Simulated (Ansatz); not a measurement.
Two isomers of C3H8BNO: A = `BCO/C=N/C`, B = `C/N=C(\C)BO`.

Gas-phase electronic energies from Ansatz, PBE0-D4/def2-TZVP geometries. CCSD(T)/CBS adds triple-zeta CCSD(T) − MP2 to the extrapolated MP2 energy (def2 sets, frozen cores). Double bonds are as drawn, so ΔE can hold a change between cis and trans. Functionals use def2-TZVPP. B3LYP here is the variant with VWN-RPA as its local correlation; programs differ in this. Each species was taken in one conformer, which may not be the lowest.

A:

```xyz
14

B     0.009   -1.230   -2.732
C     0.159   -0.783   -1.262
O    -0.586    0.389   -0.945
C    -0.494    0.823    0.314
N     0.195    0.268    1.206
C     0.188    0.863    2.517
H    -0.671   -0.638   -3.515
H     0.605   -2.209   -3.072
H    -0.126   -1.605   -0.586
H     1.223   -0.628   -1.023
H    -1.102    1.724    0.452
H    -0.439    1.763    2.591
H    -0.169    0.134    3.249
H     1.208    1.130    2.806
```

B:

```xyz
14

C    -0.369    2.058    0.473
N    -0.137    1.112   -0.591
C     0.040   -0.119   -0.288
C     0.023   -0.652    1.118
B     0.285   -1.070   -1.512
O     0.482   -2.388   -1.264
H    -1.265    1.804    1.053
H    -0.500    3.056    0.055
H     0.470    2.086    1.181
H     0.197   -1.727    1.135
H    -0.939   -0.447    1.601
H     0.790   -0.165    1.729
H     0.297   -0.643   -2.631
H     0.625   -2.905   -2.060
```

Question: Which is lower in electronic energy at CCSD(T)/CBS, and by how much? (Best estimate.)

Answer: The calculation gave: B, by 222.4 kJ/mol.

Question: Give E(B) − E(A) in kJ/mol with PBE-D4, B2PLYP, HF/def2-TZVPP, B3LYP-D4, CCSD(T)/def2-TZVPP, B3LYP, MP2/def2-TZVPP. (An estimate is asked.)

Answer: Computed: PBE-D4 -207.8, B2PLYP -212.4, HF/def2-TZVPP -196.6, B3LYP-D4 -209.0, CCSD(T)/def2-TZVPP -219.4, B3LYP -205.3, MP2/def2-TZVPP -225.4. None reverses the order clearly.

Largest T1 diagnostic: 0.013.

The D4 term adds −3.7 kJ/mol with B3LYP and −2.0 kJ/mol with PBE0; it sums over pairs of atoms, weighted by their polarisabilities, and B3LYP, whose exchange is more repulsive, gets the larger term. In def2-TZVPP, CCSD(T) changes the Hartree–Fock value by −22.8 kJ/mol (the triples alone add −2.1 kJ/mol) and MP2 by −28.7 kJ/mol.
